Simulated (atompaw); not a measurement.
## What one change does to a pseudopotential (Sb (Z = 51), PAW (atompaw))

atompaw 4.2.0.5 input, output lines left out:

```
Sb 51
GGA-PBE scalarrelativistic loggrid 1500 logderivrange -4 5 226
5 5 4 0 0 0
5 1 3
0 0 0
c
c
c
c
v
c
c
c
v
c
v
2
2.30 1.70 2.00 1.75
y
0.5
n
y
0.05
n
y
-0.85
n
custom polynom2 7 10 vanderbiltortho besselshape
bessel
2.10
2.30
2.30
2.30
2.30
2.30
```

Change: core [Kr] 4d10, valence charge 5; reference 5s1.5 5p3.5; waves now 5s (bound): rc 2.00 bohr; 5s channel at 2.25 Ry: rc 2.00 bohr; 5p (bound): rc 2.00 bohr; 5p channel at 0.8 Ry: rc 2.00 bohr; local potential bessel scheme, radius 1.40 bohr; core correction smooth core density matched at 1.60 bohr; augmentation besselshape compensation charge, radius 1.85 bohr; PAW radius 2.00 bohr; waves and projectors: custom polynom2 7 10 vanderbiltortho.

Cutoffs: the cutoffs (Ry, on a coarse ladder) from which the occupation-weighted sum of valence levels, in a spherical-Bessel basis at the reference potential, stays within 10 and 1 mRy of its value at 400 Ry; they do not see the model core or the augmentation charge, which bear on the density cutoff.

Problem. What does the change do?

Solution. The potential gets softer (25 Ry and 55 Ry → 18 Ry and 21 Ry); a bound ghost appears in d, p, s, which as a rule spoils a file. The shells moved into the core no longer need plane waves of their own. Several settings change at once here, so the effects cannot be laid on one of them.

```csv
quantity,base,changed
"cutoff, loose",25 Ry,18 Ry
"cutoff, tight",55 Ry,21 Ry
bound ghosts,none,"s, p, d"
lowest overlap eigenvalue by channel,"s 0.20, p 0.47, d 0.94","s 0.01, p 0.32"
```

 A true bound ghost makes a file unfit for plane-wave use even where its test errors are small: the radial tests pick states by their node count and pass the ghost by. The cutoffs see the waves, projectors and local potential, not the compensation charge or the core.
